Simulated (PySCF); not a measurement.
**Deuteron quadrupole couplings in `Cc1pcpc(C(C)C)p1`**

C7H11P3.
SMILES with atom numbers: `[CH3:1][c:2]1[p:3][cH:4][p:5][c:6]([CH:7]([CH3:8])[CH3:9])[p:10]1` (hydrogens: H11, H12, H13 on C1; H14 on C4; H15 on C7; H16, H17, H18 on C8; H19, H20, H21 on C9)

Geometry (GFN2-xTB, Å), atoms numbered from 1 in this order:
```
atom  x, y, z in Å
C1     3.726   -0.901    0.433
C2     2.485   -0.065    0.213
P3     2.792    1.624   -0.066
C4     1.243    2.357   -0.297
P5    -0.395    1.813   -0.317
C6    -0.327    0.096   -0.018
C7    -1.670   -0.614   -0.008
C8    -2.335   -0.506   -1.379
C9    -2.578   -0.048    1.081
P10    1.003   -0.985    0.276
H11    3.908   -1.549   -0.426
H12    3.615   -1.541    1.308
H13    4.601   -0.266    0.571
H14    1.319    3.429   -0.473
H15   -1.494   -1.677    0.206
H16   -3.279   -1.045   -1.387
H17   -1.688   -0.924   -2.147
H18   -2.528    0.538   -1.621
H19   -2.100   -0.132    2.056
H20   -3.520   -0.591    1.108
H21   -2.787    1.004    0.888
```

Level: PBE0/pcSseg-1 (PySCF, non-relativistic); Q(2H) = 0.00286 b; rigid geometry, the same for H and D, with no vibrational averaging.

Question: Rank these positions by the coupling χzz of a deuteron there, largest first.
A. H13 (methyl hydrogen)
B. H16 (methyl hydrogen)
C. H15 (methine hydrogen)

Answer: B (212 kHz), A (206 kHz), C (190 kHz).

Q: What are Vzz, η and χzz (234.96 MHz × Q × Vzz) at all hydrogens?

A: 
```tsv
atom	bonded to	bond length (Å)	Vzz (au)	η	χzz (kHz)
H11	C1	1.091	0.3072	0.03	206
H12	C1	1.090	0.3079	0.04	207
H13	C1	1.090	0.3066	0.05	206
H14	C4	1.089	0.3138	0.08	211
H15	C7	1.099	0.2832	0.05	190
H16	C8	1.088	0.3156	0.02	212
H17	C8	1.089	0.3123	0.02	210
H18	C8	1.089	0.3080	0.03	207
H19	C9	1.089	0.3123	0.02	210
H20	C9	1.088	0.3150	0.02	212
H21	C9	1.089	0.3078	0.03	207
```

Q: How does χzz go with the bond length over the 11 C–H bonds?

A: A straight-line fit has a slope of -19.1 kHz for each 0.01 Å, with a correlation coefficient of -0.97, over lengths from 1.088 to 1.099 Å. The longer bonds have the smaller couplings here.

Q: Give the 2H NMR doublet splittings at H18 for a magnetic field along the z, y and x axes of the gradient: 3χ/2, 3χ(1 + η)/4, 3χ(1 − η)/4.

A: With |χ| = 206.9 kHz and η = 0.033: 310, 160 and 150 kHz, to first order and without motion.

One conformer (not necessarily the lowest) at the GFN2-xTB geometry, without solvent, vibrations or thermal averaging. GFN2-xTB frequencies show an imaginary mode (21i cm⁻¹), so this geometry is no minimum at that level. GFN2-xTB bond lengths can be off by several hundredths of an ångström, more for odd bonds, and the gradients follow them. With so small a basis the couplings can be 20 % off.
